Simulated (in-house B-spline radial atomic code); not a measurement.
Atomic self-consistent-field run: the neodymium ion Nd⁺ (an excited or competing configuration). Computed with a radial B-spline atomic code at the basis-set limit: scalar-relativistic (X2C) r2SCAN0, spin-polarised, spherical fractional occupations, exact exchange averaged over the configuration, Fermi nucleus of rms radius 4.9123 fm.

Command:
```bash
python run_scf.py task.json out
```
Settings (nuclear radius in fm, mass in u):
```
Z                60
configuration    [Xe] 4f4 6p1
hamiltonian      x2c
method           r2scan0
spin_polarised   True
nucleus          fermi
rms_radius       4.9123
atomic_mass      141.90773
speed_of_light   137.035999084
exact_exchange   averaged over the configuration
```

Output (hartree, bohr):
```
 radial grid: 81 intervals, B-splines of order 8, outer radius 60 bohr

 iter        energy (Eh)    residual
    1       -9622.888641    1.32e-01
    2       -9622.902280    4.01e-03
    3       -9622.902487    1.10e-03
    4       -9622.902509    7.48e-04
    5       -9622.902516    1.20e-04
    6       -9622.902516    1.29e-04
    7       -9622.902517    3.42e-05
    8       -9622.902517    4.66e-06
    9       -9622.902517    8.01e-07
   10       -9622.902517    9.74e-08

 total energy                     -9622.90252
 kinetic                           10380.0998
 electron-nucleus                 -23504.5780
 Hartree                            3726.4385
 exact exchange                      -55.1428
 exchange-correlation               -169.7200

 orbital      occ     eigenvalue          <r>       <r^2>       <1/r>       r_max
 1s up      1.000     -1597.6722    0.0229528 0.000726407     70.2755     0.01429
 1s down    1.000     -1597.6718    0.0229528 0.000726407     70.2755     0.01429
 2s up      1.000      -260.1973     0.100306   0.0119406     16.1599     0.08533
 2s down    1.000      -260.1978     0.100305   0.0119403       16.16     0.08533
 2p up      3.000      -232.7861    0.0884316   0.0095632     14.4937     0.06853
 2p down    3.000      -232.7863    0.0884308  0.00956294     14.4938     0.06853
 3s up      1.000       -57.3164      0.26544   0.0806655     5.78698      0.2435
 3s down    1.000       -57.2632     0.265281   0.0805642     5.79105      0.2435
 3p up      3.000       -48.5563     0.263698    0.080717     5.30882      0.2384
 3p down    3.000       -48.5010     0.263492    0.080584     5.31306      0.2384
 3d up      5.000       -36.2518     0.241729   0.0688122     4.98882      0.1963
 3d down    5.000       -36.2028      0.24143   0.0686202     4.99354      0.1962
 4s up      1.000       -11.9416     0.608101    0.417206     2.36686      0.5659
 4s down    1.000       -11.7901     0.607629    0.416515     2.36822      0.5655
 4p up      3.000        -9.0342     0.643428    0.470717      2.1481      0.5902
 4p down    3.000        -8.8743     0.642851    0.469848     2.14947      0.5897
 4d up      5.000        -4.8334     0.708909    0.583196     1.86704        0.62
 4d down    5.000        -4.6524     0.708566    0.582862     1.86758      0.6192
 5s up      1.000        -1.9085      1.47328     2.43849    0.902841       1.323
 5s down    1.000        -1.8240      1.49956     2.52869    0.883264       1.337
 5p up      3.000        -1.1740      1.70536     3.29382    0.764606       1.492
 5p down    3.000        -1.1107      1.74031     3.42893     0.74504       1.513
 4f up      4.000        -0.4366      1.05546      1.4952     1.27374      0.6646
 6p up      1.000        -0.2397      5.08343     28.7175    0.239836       4.551
```

Cost of the run: 1.9 s on 1 thread of AMD EPYC 7571 (shared host).

One-electron X2C: radii and densities carry no picture-change correction, so inner-shell <1/r> comes out high (for 1s by about 2 % at Z = 33, 5 % at 54, 10 % at 75, 30 % at 118) and <r> low.
